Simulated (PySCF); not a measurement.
## Si²⁺ (silicon, charge +2) across methods

[Ne] 3p2, high-spin 3P determinant (an excited configuration). Computed with PySCF 2.14 in dyall-acv3z (19s12p6d4f, 113 functions), with the spin-free X2C one-electron Hamiltonian (Gaussian nucleus).

```json
{"method": "LDA", "E (hartree)": "-287.3786", "mean ε 2p α (eV)": "-119.67", "mean ε 2p β (eV)": "-119.23", "mean ε 3p α (eV)": "-22.659", "Σ⟨r²⟩ (bohr²)": "13.85", "⟨S²⟩": "2.000"}
{"method": "BLYP", "E (hartree)": "-288.5708", "mean ε 2p α (eV)": "-119.55", "mean ε 2p β (eV)": "-119.18", "mean ε 3p α (eV)": "-22.491", "Σ⟨r²⟩ (bohr²)": "13.80", "⟨S²⟩": "2.000"}
{"method": "M06-L", "E (hartree)": "-288.5344", "mean ε 2p α (eV)": "-121.89", "mean ε 2p β (eV)": "-121.49", "mean ε 3p α (eV)": "-22.741", "Σ⟨r²⟩ (bohr²)": "13.90", "⟨S²⟩": "2.000"}
{"method": "PBE", "E (hartree)": "-288.4087", "mean ε 2p α (eV)": "-119.61", "mean ε 2p β (eV)": "-119.19", "mean ε 3p α (eV)": "-22.725", "Σ⟨r²⟩ (bohr²)": "13.86", "⟨S²⟩": "2.000"}
{"method": "UHF", "E (hartree)": "-288.04804", "mean ε 2p α (eV)": "-140.56", "mean ε 2p β (eV)": "-139.65", "mean ε 3p α (eV)": "-25.949", "Σ⟨r²⟩ (bohr²)": "14.36", "⟨S²⟩": "2.000"}
{"method": "PBE0", "E (hartree)": "-288.4204", "mean ε 2p α (eV)": "-125.16", "mean ε 2p β (eV)": "-124.62", "mean ε 3p α (eV)": "-23.662", "Σ⟨r²⟩ (bohr²)": "13.94", "⟨S²⟩": "2.000"}
{"method": "r2SCAN", "E (hartree)": "-288.5244", "mean ε 2p α (eV)": "-121.73", "mean ε 2p β (eV)": "-121.29", "mean ε 3p α (eV)": "-22.903", "Σ⟨r²⟩ (bohr²)": "13.92", "⟨S²⟩": "2.000"}
{"method": "TPSSh", "E (hartree)": "-288.5595", "mean ε 2p α (eV)": "-122.32", "mean ε 2p β (eV)": "-121.87", "mean ε 3p α (eV)": "-23.087", "Σ⟨r²⟩ (bohr²)": "13.91", "⟨S²⟩": "2.000"}
```
